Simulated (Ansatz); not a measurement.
Species: sum formula HSiO, charge 0, multiplicity 2. SMILES: O[Si]
Geometry from a B3LYP-D3(BJ)/def2-TZVP (Ansatz, an electronic-structure program) optimisation:
```
O
H 1 0.9643
Si 1 1.6565 2 119.73
```
Charge 0, spin multiplicity 2.

PBE beside other levels, property by property. Correlated levels leave the core frozen unless marked. UHF or UKS for open shells. Spin-orbit coupling is left out. No relativistic terms. CBS marks a two-point X^-3 extrapolation of the correlation energy; Hartree-Fock from the larger set. Atomisation energies are electronic, to ground-state atoms; the column to compare with has the core term from cc-pwCVTZ added, other frozen-core levels have none. Vertical energies are electronic, to the SCF solution reached for that spin. The coupled-cluster column (Ansatz) is a level with limits of its own: CCSD(T)/CBS(def2-TZVPPD,def2-QZVPPD).

```tsv
property	wB97X-V/def2-TZVPD (Ansatz)	B2PLYP-D3(BJ)/def2-TZVPD (Ansatz + dftd3)	CCSD(T)/aug-cc-pV(D+d)Z (Ansatz)	coupled cluster
atomisation energy (kcal/mol)	226.3	223.9	206.2	227.1
vertical ionisation energy to the singlet (eV)	7.04	6.96	6.88	7.04
```

Q: What does PBE/def2-TZVPD (Ansatz) give for each property, and on which side of coupled cluster does it fall?

A: 
- atomisation energy: PBE lies 3.6 kcal/mol above coupled cluster; PBE gives 230.7 kcal/mol.
- vertical ionisation energy to the singlet: PBE lies 0.03 eV above coupled cluster; PBE gives 7.07 eV.
